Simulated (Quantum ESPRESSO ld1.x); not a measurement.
The numbers below are computed, except where a source is named.
All-electron atom: the niobium ion Nb+ in [Kr] 4d3.5 5s0.5 (fractional occupations, a model configuration). Code: ld1.x of Quantum ESPRESSO 7.5. Model: scalar-relativistic Kohn-Sham, LDA (Slater exchange, Perdew-Zunger correlation), spin-polarised, spherical densities, point nucleus; open shells are filled with parallel spins first.

Unscreened Slater integrals over Kohn-Sham orbitals (eV). They are taken over the spin-up orbitals.

integral,value
"F0(5s,5s)",7.5714
"F0(5s,4d)",8.8712
"G2(5s,4d)",2.2414
"F0(5s,4p)",9.4839
"G1(5s,4p)",0.69689
"F0(5s,4s)",9.5979
"G0(5s,4s)",0.43719
"F0(4d,4d)",12.459
"F2(4d,4d)",6.0935
"F4(4d,4d)",3.9201
"F0(4d,4p)",14.748
"F2(4d,4p)",6.8301
"G1(4d,4p)",8.2858
"G3(4d,4p)",4.9951
"F0(4d,4s)",15.233
"G2(4d,4s)",5.6996
"F0(4p,4p)",18.833
"F2(4p,4p)",9.8574
"F0(4p,4s)",19.870
"G1(4p,4s)",13.399
"F0(4s,4s)",21.119

Derived for the open shells (J is the average intra-shell exchange parameter used in DFT+U). 4d: Racah B = F2/49 - 5 F4/441 = 0.07991 eV, C = 35 F4/441 = 0.3111 eV, C/B = 3.89, F4/F2 = 0.643, J = (F2 + F4)/14 = 0.7153 eV.
